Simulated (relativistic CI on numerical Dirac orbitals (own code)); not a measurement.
# Au²⁺ (5d9) in a crystal field

Calculated by Dirac-Coulomb-Breit CI, KLI orbitals optimised for each configuration, model QED, valence Slater integrals scaled by 0.85, one configuration in a parametric crystal field (own radial code).

Field parameters in Wybourne normalisation: Oh B⁴₀ = 21Dq, B⁴₄ = √(5/14) B⁴₀. The field is a parameter set, without covalency.

S is read from ⟨S²⟩ = S(S + 1).

Powder χT (cm³ K mol⁻¹) by Van Vleck's formula, with temperature-independent terms:

```csv
Field,2 K,5 K,10 K,20 K,50 K,100 K,200 K,300 K
"Oh, 10Dq = 5500 cm⁻¹",0.97,0.971,0.972,0.974,0.98,0.99,1.01,1.03
"Oh, 10Dq = 9950 cm⁻¹",0.883,0.884,0.884,0.885,0.888,0.893,0.904,0.914
"Oh, 10Dq = 14350 cm⁻¹",0.798,0.798,0.799,0.799,0.801,0.805,0.812,0.819
"Oh, 10Dq = 18800 cm⁻¹",0.729,0.729,0.729,0.73,0.731,0.734,0.739,0.744
"Oh, 10Dq = 23200 cm⁻¹",0.676,0.676,0.676,0.676,0.678,0.68,0.684,0.688
"Oh, 10Dq = 27600 cm⁻¹",0.635,0.635,0.635,0.635,0.637,0.638,0.642,0.646
"Oh, 10Dq = 32050 cm⁻¹",0.603,0.603,0.603,0.603,0.604,0.606,0.609,0.612
"Oh, 10Dq = 36450 cm⁻¹",0.577,0.577,0.577,0.578,0.579,0.58,0.583,0.585
```

(1) For Oh, 10Dq = 5500 cm⁻¹: what effective moment follows at 300 K?

## Answers

(1) μ_eff = √(8χT) = 2.87 μB. The ground level has S = 0.50; the spin-only moment for S = 1/2 is 1.73 μB. The difference comes from the orbital moment, spin-orbit mixing of terms and temperature-independent paramagnetism, all larger in this ionic model than in covalent complexes.
